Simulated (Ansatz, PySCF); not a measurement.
Gas-phase reaction in SMILES: CC1=CC=CC1 [1-methylcyclopenta-1,3-diene] -> [CH2]C1=CC=CC1 + H atom (the C-H bond at the site shown breaks; other sites are not compared here)
Geometries: B3LYP-D3(BJ)/def2-TZVP minima from Ansatz (an electronic-structure program), one conformer each, not searched for the lowest. Frequencies are from Ansatz or PySCF. Unstable Hartree-Fock reference: CC1=CC=CC1. Markedly spin-contaminated UHF reference, which strains HF, MP2 and, less, CCSD(T): [CH2]C1=CC=CC1.

Property: bond dissociation energy (enthalpy at 298 K, with B3LYP-D3(BJ) rigid-rotor harmonic-oscillator terms), in kJ/mol. Valence correlation only, unless marked. Open shells are spin-unrestricted. No spin-orbit coupling. No relativistic terms. CBS(X,Y): correlation extrapolated as X^-3; Hartree-Fock from the larger set.

```
level        program  bond dissociation energy (kJ/mol)
-----------  -------  ---------------------------------
PBE0/STO-3G   Ansatz                              440.6
PBE0/6-31G*   Ansatz                              327.5
```

### Question
Predict the CCSD(T)/CBS(cc-pVTZ,cc-pVQZ) result (Ansatz).

### Answer
349.5 kJ/mol
